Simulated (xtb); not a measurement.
methoxycyclobutane (C5H10O), SMILES COC1CCC1. All values are semi-empirical tight-binding results from xtb (GFN2-xTB unless named), good for trends rather than for accurate numbers. Geometry: GFN2-xTB. The values are those of a single conformer.

Optimised geometry:

Bonds (Å): C1–O2 1.404, C1–H7 1.098, C1–H8 1.088, C1–H9 1.096, O2–C3 1.403, C3–C4 1.546, C3–C6 1.535, C3–H10 1.100, C4–C5 1.536, C4–H11 1.088, C4–H12 1.088, C5–C6 1.536, C5–H13 1.087, C5–H14 1.088, C6–H15 1.087, C6–H16 1.087. Angles (°): O2–C1–H7 111.1, O2–C1–H8 106.6, O2–C1–H9 111.6, H7–C1–H8 109.4, H7–C1–H9 108.6, H8–C1–H9 109.4, C1–O2–C3 113.5, O2–C3–C4 117.5, O2–C3–C6 113.4, O2–C3–H10 110.0, C4–C3–C6 89.3, C4–C3–H10 112.2, C6–C3–H10 113.2, C3–C4–C5 89.1, C3–C4–H11 111.3, C3–C4–H12 116.5, C5–C4–H11 112.6, C5–C4–H12 116.6, H11–C4–H12 109.6, C4–C5–C6 89.6, C4–C5–H13 115.9, C4–C5–H14 112.7, C6–C5–H13 116.0, C6–C5–H14 112.7, H13–C5–H14 109.0, C3–C6–C5 89.5, C3–C6–H15 116.2, C3–C6–H16 110.4, C5–C6–H15 116.9, C5–C6–H16 113.1, H15–C6–H16 109.5.

orbital gap: 11.38 eV
dipole moment: 1.37 D
zero-point energy: 88.2 kcal/mol
G − E(el) at 298.15 K (modified RRHO): 69.2 kcal/mol
static polarisability (D4 model): 63.2 bohr³
solvation energy, GFN2-xTB/ALPB(water): -1.4 kcal/mol
solvation energy, GFN2-xTB/ALPB(benzene): -5.0 kcal/mol

**Question.** Give the IR lines (harmonic; lines under 4 % of the strongest left out, lines within 3 cm⁻¹ merged). (The exact figures need the calculation; the answer reports its results.)

**Answer.** ν (cm⁻¹): 108 (w), 253 (w), 421 (w), 444 (w), 805 (w), 909 (w), 1017 (w), 1066 (w), 1071 (m), 1136 (w), 1142 (s), 1181 (w), 1209 (m), 1241 (w), 1253 (w), 1331 (m), 1471 (w), 2847 (s), 2891 (s), 2920 (s), 3000 (w), 3010 (s), 3018 (m), 3022 (m), 3025 (vs), 3039 (m) (against the strongest line: vs over 80 %, s over 45 %, m over 15 %, w over 4 %, vw less)

**Question.** Give the atomic charges and the Wiberg bond orders between heavy atoms. (Estimate from the structure and the level; the computed values follow.)

**Answer.** charges (e) C1 0.04, O2 -0.31, C3 0.12, C4 -0.07, C5 -0.06, C6 -0.07, H7 0.02, H8 0.06, H9 0.03, H10 0.01, H11 0.04, H12 0.03, H13 0.04, H14 0.04, H15 0.03, H16 0.06. Bond orders C1–O2 1.00, O2–C3 0.98, C3–C4 0.98, C4–C5 1.00, C3–C6 0.99, C5–C6 1.00.
